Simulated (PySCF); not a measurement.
Compound: C5H5ClOSe.
SMILES with atom numbers: `[CH3:1][O:2][c:3]1[se:4][cH:5][cH:6][c:7]1[Cl:8]` (hydrogens: H9, H10, H11 on C1; H12 on C5; H13 on C6)

Computed, not measured: PBE0-D3(BJ)/def2-SVP geometry optimisation, gas phase (PySCF 2.14.0).

Question: Give the optimised bond lengths and angles.

Answer: 
```json
{"bond": "C1–O2", "length (pm)": "140.3"}
{"bond": "O2–C3", "length (pm)": "133.1"}
{"bond": "C3–Se4", "length (pm)": "188.5"}
{"bond": "Se4–C5", "length (pm)": "186.1"}
{"bond": "C5–C6", "length (pm)": "136.1"}
{"bond": "C6–C7", "length (pm)": "142.7"}
{"bond": "C7–Cl8", "length (pm)": "172.4"}
{"bond": "C3–C7", "length (pm)": "137.2"}
{"bond": "C1–H9, C1–H10, C1–H11", "length (pm)": "110.2"}
{"bond": "C5–H12", "length (pm)": "108.8"}
{"bond": "C6–H13", "length (pm)": "109.1"}
```

Bonds in one row agree within 1 pm and their mean is given. A selection of angles:
```json
{"angle": "O2–C1–H9", "degrees": "107.1"}
{"angle": "O2–C1–H10", "degrees": "111.2"}
{"angle": "H9–C1–H10", "degrees": "109.1"}
{"angle": "C1–O2–C3", "degrees": "118.0"}
{"angle": "O2–C3–Se4", "degrees": "124.9"}
{"angle": "O2–C3–C7", "degrees": "124.5"}
{"angle": "Se4–C3–C7", "degrees": "110.6"}
{"angle": "C3–Se4–C5", "degrees": "87.3"}
{"angle": "Se4–C5–C6", "degrees": "111.9"}
{"angle": "Se4–C5–H12", "degrees": "120.2"}
{"angle": "C6–C5–H12", "degrees": "127.8"}
{"angle": "C5–C6–C7", "degrees": "114.9"}
{"angle": "C5–C6–H13", "degrees": "123.5"}
{"angle": "C7–C6–H13", "degrees": "121.6"}
{"angle": "C6–C7–Cl8", "degrees": "122.9"}
{"angle": "C3–C7–C6", "degrees": "115.2"}
{"angle": "C3–C7–Cl8", "degrees": "121.9"}
```

Dihedral angles: C1–O2–C3–Se4 0° (synperiplanar).

O2 (aryl ether oxygen) is bent (angle 118.0°). The 2 C–Se bonds span 1.861 Å (Se4–C5, aromatic) to 1.885 Å (C3–Se4, aromatic), a spread of 0.024 Å. The 8 heavy atoms lie in one plane (0.001 Å rms). The 5-membered ring C3–Se4–C5–C6–C7 has internal angles of 87.3° to 115.2° (sum 540°, against 540° for a flat polygon); it is planar, 0.00 Å rms from its mean plane, widest ring torsion 0°. Of the pairs four or more bonds apart, Se4···H10 is among the closest relative to their van der Waals radii: 2.97 Å, 96 % of the sum of Bondi's values. The 3 C–C bonds span 1.361 Å (C5–C6, aromatic) to 1.427 Å (C6–C7, aromatic), a spread of 0.066 Å. The 2 C–O bonds span 1.331 Å (O2–C3, drawn single) to 1.403 Å (C1–O2, drawn single), a spread of 0.072 Å.

Point group: Cs (every atom within 0.08 Å of its image). PBE0-D3(BJ)/def2-SVP frequencies: not computed here. The numbers are those of one conformer.
